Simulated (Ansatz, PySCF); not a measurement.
Isomers of CH6Si3. Isolated molecules, 0 K electronic values unless said otherwise. Strings in code marks are SMILES.

Quantity: electronic energy of isomers of CH6Si3 relative to `C1=[SiH][SiH2][SiH2]1`, in kcal/mol. The restricted reference of `C1[SiH]=[SiH][SiH2]1`, `C1=[SiH][SiH2][SiH2]1`, `[SiH2]=C=[SiH][SiH3]`, `C=[Si]1[SiH2][SiH2]1`, `C[SiH]1[SiH]=[SiH]1`, `C[Si]1=[SiH][SiH2]1` and `[SiH2]=C1[SiH2][SiH2]1` is unstable towards unrestricted orbitals.

Level 1: frozen-core CCSD(T)/6-31g // PBE0-D3(BJ)/def2-TZVP (Ansatz, an electronic-structure program)
Level 2: PBE-D3(BJ)/def2-TZVP // PBE0-D3(BJ)/def2-TZVP (PySCF)
Level 3: r2SCAN/cc-pVTZ // PBE0-D3(BJ)/def2-TZVP (Ansatz)
Level 4: B3LYP/6-31G* // PBE0-D3(BJ)/def2-TZVP (PySCF)

```
species                   level 2  level 3  level 4
------------------------  -------  -------  -------
`C=[Si]1[SiH2][SiH2]1`       21.7     22.5     23.1
`[SiH2]=C=[SiH][SiH3]`       41.2     41.4     35.3
`C[Si]1=[SiH][SiH2]1`        7.70     7.70     11.6
`C1[SiH]=[SiH][SiH2]1`      -0.57    -0.42     2.07
`C[SiH]1[SiH]=[SiH]1`        8.10     8.22     12.1
`[SiH2]=C1[SiH2][SiH2]1`     25.0     24.5     24.1
```

### Question
What does level 1 give for each?

### Answer

- `C=[Si]1[SiH2][SiH2]1`: 13.6
- `[SiH2]=C=[SiH][SiH3]`: 31.8
- `C[Si]1=[SiH][SiH2]1`: 6.40
- `C1[SiH]=[SiH][SiH2]1`: -3.70
- `C[SiH]1[SiH]=[SiH]1`: 5.03
- `[SiH2]=C1[SiH2][SiH2]1`: 27.2
